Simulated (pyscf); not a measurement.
PySCF, gas phase, ωB97X-D3(BJ)/def2-SVP geometries. Correlated levels are frozen-core, on RHF or UHF. ΔMP2 is the change of the MP2 total energy from the triple- to the quadruple-zeta basis.

Task: Estimate by transition-state theory (the high-pressure limit) the rate constant of H₃C–Si:–Cl [singlet] → H₂C=SiH–Cl (singlet surface; C–H broken, H–Si formed) at 900 K, with CCSD(T)/def2-TZVPP + ΔMP2(QZVPP) energies (ideal gas, 1 atm, RRHO with modes under 100 cm⁻¹ raised to 100, one conformer, R ln 2 for rigid chiral ones; no tunnelling).

Result: The electronic barrier is 44.4 kcal/mol and the thermal terms add -1.0, so ΔG‡ = 43.4 kcal/mol. With k_BT/h = 1.88e+13 s⁻¹ and RT = 1.788 kcal/mol, k = 5.4e+02 s⁻¹; so small a molecule is far into fall-off at 1 atm, where the true rate is lower. Wigner's tunnelling factor for 1043i cm⁻¹ would be 1.12. A shift of 1 kcal/mol in the barrier changes k by a factor 1.7. One saddle was located; it need not be the lowest between these sides. The CCSD(T) − MP2 part came from Ansatz, without density fitting, on the same reference. The largest closed-shell T1 diagnostic is 0.031, which may signal static correlation.
